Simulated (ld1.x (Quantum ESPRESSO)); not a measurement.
# gadolinium: excitation energies, all-electron against PAW

```
Element                 : gadolinium (Gd)
Generator               : ld1.x (Quantum ESPRESSO) 7.5
Type                    : PAW
Functional              : PBEsol
Relativity              : fully relativistic
Frozen core             : [Kr] 4d10
Valence charge          : 18
Reference configuration : 4f7 5s2 5p6 5d2 6s1 6p0
Partial waves           : 5s (bound): rcut 1.70, rcutus 1.90 bohr; 6s (bound): rcut 1.70, rcutus 1.90 bohr; 5p (bound): rcut 2.05, rcutus 2.70 bohr; 6p (bound, empty): rcut 2.05, rcutus 2.70 bohr; 5d (bound): rcut 1.65, rcutus 2.05 bohr; 5d channel at 0.4 Ry: rcut 1.65, rcutus 2.05 bohr; 4f (bound): rcut 1.30, rcutus 1.45 bohr; 4f channel at -0.05 Ry: rcut 1.30, rcutus 1.45 bohr
Local potential         : all-electron potential smoothed inside 2.30 bohr (lloc = -1)
Core correction         : Bessel-smoothed model core, default radius (core density twice the valence density)
Augmentation charge     : BESSEL, radius 1.45 bohr
```

Open shells are filled in proportion to 2j + 1 (rel_dist='average').

Energies are relative to the spin-unpolarised reference configuration 4f7 5s2 5p6 5d2 6s1 6p0; without spin polarisation the order of configurations can differ from experiment. Not all tests gave a result: test run stopped at test 4 of 7 (negative rho). The frozen-core shift is the all-electron ΔE with the core orbitals held at their reference shape minus the fully relaxed ΔE.

```
  valence configuration  charge  ΔE all-electron (eV)  error AE − PS (meV)  frozen-core shift (meV)
4f7 5s2 5p6 5d1 6s2 6p0       0                -1.774                 +1.1                     +0.3
4f7 5s2 5p6 5d1 6s1 6p0      +1                 4.900                  0.0                     +0.2
4f7 5s2 5p6 5d1 6s0 6p0      +2                16.946                 +1.0                     +0.3
```

The ghost test of this file was not conclusive.
